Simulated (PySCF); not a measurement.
**Dipole response of V²⁺ (vanadium, charge +2)**

[Ar] 3d3, high-spin 4F determinant. Computed with PySCF 2.14 in aug-cc-pVTZ-DK, with scalar relativity by spin-free X2C-1e. Coupled (time-dependent) response in atomic units; α is the mean over directions.

```
method  mean α (bohr³)  C₆ (like pair)  S(−4)
   UHF           4.006           12.08  9.234
   PBE           5.050           15.16  20.44
  PBE0           4.650           13.98  15.49
```

S(−4) is the Cauchy moment in α(ω) = α(0) + S(−4) ω² + …

α(iu) at PBE0:

```tsv
u (hartree)	α(iu) (bohr³)
0	4.650
0.0500	4.612
0.100	4.505
0.200	4.157
0.300	3.757
0.500	3.072
0.750	2.468
1.00	2.038
1.50	1.453
2.00	1.076
3.00	0.6459
5.00	0.3014
```

A single London oscillator, α(iu) = α/(1 + u²/ω²), gives C₆ = (3/4) ω α². Matching the computed C₆ needs ω = 4 × 13.98 / (3 × 4.650²) = 0.862 hartree.

For an ion, C₆ is the dispersion term alone; charge-induced terms of lower order in 1/R come first.
